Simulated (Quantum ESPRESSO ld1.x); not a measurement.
Q: These are the eigenvalues of the occupied orbitals of an atom or ion with whole-number occupations (hartree). Method: Dirac Kohn-Sham, PBE, spin-unpolarised, spherical densities, point nucleus; computed with ld1.x of Quantum ESPRESSO 7.5.

1s1/2: -2248.32
2s1/2: -381.050
2p1/2: -363.426
2p3/2: -324.947
3s1/2: -86.2461
3p1/2: -78.4793
3p3/2: -70.3127
3d3/2: -57.1131
3d5/2: -55.3293
4s1/2: -17.3293
4p1/2: -14.1869
4p3/2: -12.3341
4d3/2: -7.16975
4d5/2: -6.83165
5s1/2: -2.34652
5p1/2: -1.47572
5p3/2: -1.23452
4f5/2: -0.54840
4f7/2: -0.49719
6s1/2: -0.24379
6p1/2: -0.11197
6p3/2: -0.09517

Which element is it, and in what charge state? The configuration may be excited. Open shells, if any, are shared by 2j + 1.

A: Z = 70, ytterbium, charge 0: Yb in [Xe] 4f13 6s1 6p2. The list shows which subshells hold electrons but not how many an open one holds; the 1s level, -2248.3 hartree, gives Z - s = 67.1 by -(Z - s)^2/2, which with screening and relativity narrows Z to a few neighbours, and the depths of the outer levels then fix element, charge and occupations together.
